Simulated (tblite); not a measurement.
Compound: C6H7PS.
Structure used (GFN2-xTB), in Å, numbered top down from 1:
```xyz
15
C6H7PS angstrom
C      2.7906   -0.3870    0.5209
P      1.1769   -0.5712    1.0264
C      0.5258    0.0888   -0.5017
C     -0.9231    0.2197   -0.7355
C     -1.8197    0.5878    0.4164
C     -1.8595   -0.7957   -0.1383
C      1.4452    0.4632   -1.4268
S      3.1023    0.2651   -1.0329
H      3.6475   -0.6541    1.1134
H     -1.1762    0.6197   -1.7108
H     -2.6511    1.2493    0.2257
H     -1.3494    0.7341    1.3787
H     -1.4158   -1.5890    0.4468
H     -2.7187   -1.1007   -0.7162
H      1.2209    0.8779   -2.3936
```

Computed values, GFN2-xTB/tblite, gas phase, harmonic and unscaled. This tight-binding method is rough: wavenumbers can miss measured ones by several per cent, in bad cases by 10 to 20. One conformer, not necessarily the lowest.

Problem. How many normal modes are there?

Solution. 15 atoms, non-linear: 3N − 6 = 39.

Problem. What is the point group of the computed structure, and how do the modes divide by symmetry?

Solution. Cs. The vibrations span 24 a′ + 15 a″.

Problem. How many distinct wavenumbers does the calculation give?

Solution. 39: Cs has no degenerate species.

Problem. How many fundamentals are allowed in the infrared by symmetry?

Solution. 39 of 39: in Cs every mode is allowed. All fundamentals are allowed in the Raman spectrum.

Problem. Zero-point energy?

Solution. ½Σν̃ = 24364 cm⁻¹ = 69.7 kcal/mol (39 modes), 30.9 kcal/mol of it from above 1550 cm⁻¹.

Problem. What thermal excitation has the softest real mode at 500 K?

Solution. 53.7 cm⁻¹ is a vibrational temperature θ of 77 K. The population of v = 1 over v = 0 is exp(−θ/T) = 0.86, and the mean quantum number is 6.

Hardware: Arm Neoverse V2, one thread, on a shared host. Cost: 0.49 s. This covers the Hessian and the dipole derivatives.
